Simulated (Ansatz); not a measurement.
`CN([SiH2]O)[SiH](F)F`. Total charge 0; spin multiplicity 1. The structure was optimised at the PBE0-D4/def2-TZVP level. It is one conformer, not always the lowest.

```xyz
14

C     1.263   -0.095    0.946
N     0.239   -0.046   -0.110
Si   -1.151   -1.049    0.105
O    -2.054   -0.651    1.418
Si    0.457    1.049   -1.385
F     1.903    0.867   -2.018
F     0.445    2.555   -0.870
H     1.323   -1.102    1.366
H     1.038    0.600    1.760
H     2.248    0.151    0.545
H    -0.710   -2.431    0.396
H    -1.931   -0.940   -1.153
H    -2.499    0.198    1.422
H    -0.571    0.894   -2.422
```

(1) What is the dipole moment at PBE/def2-TZVPP? (Estimate.)

(2) And with r2SCAN, B3LYP, ωB97M-V? (An estimate is asked.)

(3) Give the Mulliken charges with PBE, r2SCAN, B3LYP in def2-TZVPP. (Best estimate.)

## Answers

(1) Computed: 1.12 D, with components (-0.78, -0.17, 0.79) D in this frame, pointing from negative to positive charge.

(2) Ansatz gave: r2SCAN 1.12 D, B3LYP 1.12 D, ωB97M-V 1.12 D.

(3) Computed: 
```csv
atom,PBE,r2SCAN,B3LYP
C1,-0.22,-0.10,-0.22
N2,-0.16,-0.29,-0.25
Si3,0.38,0.50,0.48
O4,-0.34,-0.41,-0.38
Si5,0.62,0.75,0.75
F6,-0.27,-0.31,-0.31
F7,-0.27,-0.31,-0.32
H8,0.10,0.06,0.10
H9,0.11,0.08,0.12
H10,0.10,0.07,0.11
H11,-0.07,-0.08,-0.08
H12,-0.08,-0.09,-0.09
H13,0.18,0.20,0.18
H14,-0.08,-0.08,-0.08
```

B3LYP here is the variant with VWN-RPA as its local correlation; programs differ in this.
